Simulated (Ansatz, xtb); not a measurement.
**Isomers of C2H10BNSi in order of energy**

7 gas-phase structures of C2H10BNSi, from a drawn sample of its isomers (lower ones may exist). Each was relaxed with GFN2-xTB; where two conformers were screened, the lower at r2SCAN-D4/def2-SVP//GFN2-xTB is listed:

A. `BNCC[SiH3]`, a singlet
B. `CNBC[SiH3]`, a singlet
C. `BN[SiH2]CC`, a singlet
D. `CBNC[SiH3]`, a singlet
E. `CBN[SiH2]C`, a singlet
F. `C[C@H]([SiH3])BN`, a singlet
G. `BN(C)C[SiH3]`, a singlet

**Question.** Estimate their order in r2SCAN-D4/def2-SVP//GFN2-xTB energy at these geometries, lowest first.

**Answer.** Calculated order at r2SCAN-D4/def2-SVP//GFN2-xTB: E (0.0), C (59.5), F (76.0), B (90.5), D (113.0), A (146.8), G (179.4) kJ/mol.

Energies above the lowest of each column, in kJ/mol; the last columns are at r2SCAN-D4/def2-SVP geometries and were run for some of them only (a dash: not run or not comparable):

```
structure  GFN2-xTB  HF/STO-3G  r2SCAN-D4/def2-SVP//GFN2-xTB  r2SCAN-D4/def2-SVP  CCSD(T)/def2-SVP + ΔMP2/def2-TZVPP
        E       1.0        0.0                           0.0                 0.0                                 0.0
        C       0.0       45.4                          59.5                57.7                                52.3
        F      78.1      106.8                          76.0                76.3                                   –
        B      67.9       97.5                          90.5                   –                                   –
        D      76.3      109.5                         113.0                   –                                   –
        A      52.7      137.9                         146.8                   –                                   –
        G      55.4      156.2                         179.4                   –                                   –
```

Every level run on E puts it lowest or level with the lowest. Some further structures that were screened fall inside this span and aren't listed. Flexible structures stand in one conformer each, not always the lowest. Frequencies (GFN2-xTB) were run for C, E alone. ΔMP2 is the change of the MP2 energy from the smaller to the larger basis.

Over these structures GFN2-xTB departs from r2SCAN-D4/def2-SVP//GFN2-xTB by 38.4 kJ/mol on average once a common shift is removed. A GFN2-xTB relaxation took about 0.3 s and the r2SCAN-D4/def2-SVP//GFN2-xTB energy about 2.4 s on a shared host (Ansatz 0.2.0, xtb 6.7.1).
